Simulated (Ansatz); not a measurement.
Basis sets compared for Ga₆S₁₀⁻. The state is a doublet with charge -1. Geometry PBE-D4/def2-SVP. Ansatz on 2 threads of AMD EPYC 7R13 on a shared host and a share (18 GiB) of an NVIDIA H100 80GB HBM3; times are rough, and most runs start from earlier orbitals.

```xyz
16

Ga    3.574   -1.909   -1.486
Ga   -3.226    2.798    1.949
Ga    2.277    1.834   -0.595
Ga    0.309   -1.560   -0.728
Ga   -1.281    1.565   -0.324
Ga   -0.692   -0.236    2.083
S     4.185    0.440   -1.714
S     3.444   -0.240    0.259
S     0.755   -1.783    1.555
S    -3.016    2.901   -0.501
S    -2.807   -0.571    0.063
S    -0.381    1.960    1.811
S     0.210    0.585   -1.693
S    -1.971   -2.229   -0.836
S     1.547   -2.834   -2.089
S    -2.927   -0.720    2.245
```

Single mean-field runs in def2-TZVP are fitted with def2-universal-jkfit. Another isomer (doublet) lies 2.87 eV lower at PBE0-D4/def2-TZVP; other spin states weren't run for this one.

| level | functions | energy (Eh) | HOMO (eV) | LUMO (eV) | wall time |
| --- | --- | --- | --- | --- | --- |
| PBE-D4/def2-SVP | 372 | -15525.6676 | -1.52 | -0.86 | 5.5 s |
| PBE0-D4/def2-SVP | 372 | -15526.1967 | -2.45 | -0.21 | 7.5 s |

(1) Estimate the rows for PBE-D4/def2-TZVP (with forces), PBE0-D4/def2-TZVP.

Results:

(1) 
```
                         level  functions  energy (Eh)  HOMO (eV)  LUMO (eV)  wall time
PBE-D4/def2-TZVP (with forces)        658  -15528.5283      -1.58      -0.92      8.6 s
             PBE0-D4/def2-TZVP        658  -15529.0418      -2.47      -0.23      9.5 s
```
